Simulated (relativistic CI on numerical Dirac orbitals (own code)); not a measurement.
## Magnetism of Sm2+, 4f6, in a crystal field

Calculated by Dirac-Coulomb-Breit CI, separate exchange-only KLI orbitals for each configuration, a model potential for QED, valence Slater integrals scaled by 0.7, one configuration in a parametric crystal field (own radial code).

Field parameters in Wybourne normalisation. The field is a parameter set, without covalency.

S is read from ⟨S²⟩ = S(S + 1).

Powder χT (cm³ K mol⁻¹) by Van Vleck's formula, with temperature-independent terms:

```tsv
Field	2 K	5 K	10 K	20 K	50 K	100 K	200 K	300 K
C2v, B20 = 140, B22 = -170, B40 = 570, B42 = -190, B44 = -50, B60 = 410, B62 = 60, B64 = 290, B66 = -360 cm⁻¹	0.0124	0.0309	0.0619	0.124	0.309	0.616	1.09	1.39
D4h, B20 = -340, B40 = 110, B44 = -310, B60 = -100, B64 = -70 cm⁻¹	0.0124	0.0311	0.0621	0.124	0.311	0.617	1.09	1.38
```

Problem. For D4h, B20 = -340, B40 = 110, B44 = -310, B60 = -100, B64 = -70 cm⁻¹: what effective moment follows at 300 K?

Solution. μ_eff = √(8χT) = 3.33 μB. The LS value g√(J(J + 1)) of the free ion's ⁷F0 level is 0.00 μB. The ground level is a non-magnetic singlet, so χT starts at zero and rises through temperature-independent paramagnetism and the filling of excited levels.
